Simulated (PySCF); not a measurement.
# How methods differ on the excitation energy of O⁺

O⁺ [He] 2s2 2p3 (4S) → O⁺ [He] 2s1 2p3 3d1 (6D), as a difference of total energies. Computed with PySCF 2.14 in aug-cc-pCVTZ-DK with one added diffuse shell each of s, p, d, f type (8s7p5d3f, 75 functions), with the spin-free X2C one-electron Hamiltonian (Gaussian nucleus). Correlated levels: valence and next inner shell: nothing frozen. The calculations carry no spin-orbit coupling.

```
                                method  excitation energy (eV)
                                   UHF                  34.009
    MP2 (valence and next inner shell)                  35.928
SCS-MP2 (valence and next inner shell)                  36.338
   CCSD (valence and next inner shell)                  36.163
CCSD(T) (valence and next inner shell)                  36.209
```

Q: How much does correlation contribute at CCSD(T) (valence and next inner shell)?

A: 36.209 − (34.009) = 2.200 eV, measured against UHF.

The upper state lies above the first ionisation limit, but in LS coupling its spin forbids autoionisation to the ground ion. A Rydberg-like electron needs more diffuse functions than a valence basis has.

The promoted electron is Rydberg-like, and one or two diffuse shells describe it only roughly, which tends to raise the upper state.
